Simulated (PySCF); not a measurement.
Energy of Ni²⁺ (nickel, charge +2) between two integer charges

The 3d beta orbital of [Ar] 3d8 is emptied in steps (occupation f), with all orbitals relaxed, ending at [Ar] 3d7. All numbers are calculated (PySCF 2.14, no relativity, point nucleus, in aug-cc-pVTZ). The exact energy is a straight line in f; departures are measured from the line between the end points of the same method.

```csv
f,UHF (eV),LDA (eV),PBE (eV)
1,0.000,0.000,0.000
0.8,0.557,-1.428,-1.387
0.6,0.805,-2.161,-2.096
0.4,0.776,-2.179,-2.111
0.2,0.499,-1.464,-1.416
0,0.000,0.000,0.000
```

Task: For PBE, how does the orbital energy at f = 1 compare with the removal energy?

Result: −ε = 27.801 eV against a total-energy difference of 36.397 eV. By Janak's theorem ε = ∂E/∂f, so the gap between them reflects the curvature. Along the path −ε is 31.142 (f = 0.8), 34.575 (f = 0.6), 38.087 (f = 0.4), 41.666 (f = 0.2) eV.

```json
{"method": "UHF", "E(f=0) − E(f=1) (eV)": "33.418", "−ε at f=1 (eV)": "37.040", "−ε at f=0.4 (eV)": "32.631"}
{"method": "LDA", "E(f=0) − E(f=1) (eV)": "36.814", "−ε at f=1 (eV)": "27.976", "−ε at f=0.4 (eV)": "38.540"}
{"method": "PBE", "E(f=0) − E(f=1) (eV)": "36.397", "−ε at f=1 (eV)": "27.801", "−ε at f=0.4 (eV)": "38.087"}
```

Reference removal energy between the ground levels: 35.187 ± 0.019 eV (measured; NIST Atomic Spectra Database, ionization energies). The calculation has no spin-orbit coupling. The determinant left behind need not be the lowest term of the ion. UHF lacks correlation.
